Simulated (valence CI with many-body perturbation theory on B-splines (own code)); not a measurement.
**Questions on Cs22+**

Method: valence CI with perturbative core correlation (CI+MBPT): five valence electrons over a frozen Dirac-Fock core [Ar] 3d10, radial functions for each j: 9 s, 9 p, 8 d, 6 f, 3 g, 1 h, with the one-electron correlation potential Σ1 (screened to all orders), the two-electron term Σ2, the three-electron term Σ3, Breit, model QED; selected single and double excitations, second order for the rest, scaled by the run's own slope (own B-spline code, finite nucleus).

No measured spectrum was set against this ion. As an estimate, levels hold to about 250 cm⁻¹ or 0.2 % of their energy and the worst to 1 %, as in measured heavy ions of charge 2 to 7; those with d or f electrons hold less well. Among the levels kept, up to 960 cm⁻¹ of a level comes from second order outside the variational space, and about a tenth of that is noise between levels of different J, which matters for small intervals.

Levels are named by their leading jj configuration (3d3/2^4 stands for four electrons in 3d with j = 3/2), which in mixed levels can hold well under half, so a name can repeat and another be missing.

Rates and lifetimes use the calculated energies. Strong lines usually hold to 10 to 20 %, long lifetimes can be off by a factor of two.

(1) What is the ground level?

(2) Among levels below 1053200 cm⁻¹, which E1 lines absorb most strongly from the ground level?

(3) How well does LS coupling describe the low levels?

(4) What is the ionisation energy?

(5) Where does the other parity begin?

(6) Name the longest-lived excited levels whose lifetime is computed, and their main decay.

(7) What are the static dipole polarisabilities of the lowest levels?

## Answers

(1) (4s^2 4p1/2^2 4p3/2) J=3/2, composition 39 % 4s2.4p3 4S° + 38 % 4s2.4p3 2P° + 21 % 4s2.4p3 2D°, g = 1.482.

(2) to (4s^2 4p1/2 4p3/2 4d3/2) J=5/2 at 10.73 nm, f = 0.693; to (4s^2 4p1/2 4p3/2 4d3/2) J=3/2 at 10.64 nm, f = 0.438; to (4s^2 4p1/2 4p3/2 4d3/2) J=1/2 at 10.63 nm, f = 0.293.

(3) Among the lowest 20 levels the leading LS term, summed over configurations, holds 60 % on average. For single configurations the figures are 57 % in LS and 81 % in jj coupling. Terms mix most in the J = 5/2 level at 765220 cm⁻¹, where the leading one holds 35 %.

(4) 701.95 eV; NIST lists 700 ± 4 eV (theoretical).

(5) At (4s 4p1/2^2 4p3/2^2) J=5/2, 541090 cm⁻¹.

(6) (4s^2 4p1/2 4p3/2^2) J=5/2 at 147590 cm⁻¹ lives 127 μs, mostly by M1 to (4s^2 4p1/2^2 4p3/2) J=3/2; (4s^2 4p1/2 4p3/2^2) J=3/2 at 121420 cm⁻¹ lives 25.7 μs, mostly by M1 to (4s^2 4p1/2^2 4p3/2) J=3/2; (4s^2 4p1/2 4p3/2^2) J=1/2 at 181910 cm⁻¹ lives 23.5 μs, mostly by M1 to (4s^2 4p1/2^2 4p3/2) J=3/2. The lifetime of (4s^2 4p1/2 4p3/2 4d5/2) J=9/2 is too uncertain to give, and may be longer.

(7) (4s^2 4p1/2^2 4p3/2) J=3/2 0.190 (tensor 0.010); (4s^2 4p1/2 4p3/2^2) J=3/2 0.201 (tensor 0.0051); (4s^2 4p1/2 4p3/2^2) J=5/2 0.200; (4s^2 4p1/2 4p3/2^2) J=1/2 0.199 bohr³, of which the core gives 0.0105.
